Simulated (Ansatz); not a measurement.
`[SiH3][NH][SnH3]` + `CCN` → `CC[NH][SnH3]` + `N[SiH3]` at 600 K and 1 bar (ligand exchange at the Sn–N bond).

Isolated molecules relaxed with PBE0-D4/def2-TZVP in Ansatz; ΔE leaves out vibrations. CCSD(T)/CBS is the MP2 limit (def2-TZVPP, def2-QZVPP) plus CCSD(T) − MP2 in def2-TZVPP, frozen cores. This one scheme is used for every species. def2 core potentials past Kr. For Sn outer-core shells are correlated without core-valence functions, which leaves a few kJ/mol of doubt a bond. One conformer a species, not always the lowest.

```csv
species,CCSD(T)/CBS energy (Eh),H − E (kJ/mol),S (J/(mol·K))
`[SiH3][NH][SnH3]`,-562.01692,220.6,453.5
`CCN`,-135.01652,286.3,335.4
`CC[NH][SnH3]`,-350.22359,334.7,457.0
`N[SiH3]`,-346.80422,170.6,320.8
```

H − E and S are ideal-gas, rigid-rotor, harmonic terms from PBE0-D4/def2-TZVP, for one conformer and one mirror image of each species. 1 Eh = 2625.50 kJ/mol, R = 8.31446 J/(mol·K).

Q: By hand: ΔE, ΔH, ΔS and ΔG.

A: ΔE = (-350.22359) + (-346.80422) − (-562.01692) − (-135.01652) = 0.00563 Eh = 14.8 kJ/mol. Δ(H − E) = 334.7 + 170.6 − 220.6 − 286.3 = -1.6, so ΔH = 13.2 kJ/mol. ΔS = 457.0 + 320.8 − 453.5 − 335.4 = -11.1 J/(mol·K). ΔG = 13.2 − 600 × (-11.1)/1000 = 19.9 kJ/mol.

Q: By hand: the equilibrium constant, and the temperature at which ΔG would vanish if ΔH and ΔS stayed fixed.

A: log₁₀ K = −ΔG/(RT ln 10) = -1.7. ΔH and −TΔS have one sign here, so there is no such temperature.

TΔS isn't small against ΔH here. A doubt of 5 kJ/mol in ΔE shifts log₁₀ K by 0.4 here. Other conformers and mirror images would add mixing entropy, several J/(mol·K) or more a flexible species. Modes under 60 cm⁻¹, often nearly free rotors, make the harmonic entropy too high. These are equilibria of isolated gas molecules and say nothing of rates. Largest T1 diagnostic: 0.012 (customary marks: 0.02 for closed shells, 0.045 for open ones).

ΔS is within the doubt of such terms, so its sign, and with it that verdict, could turn.
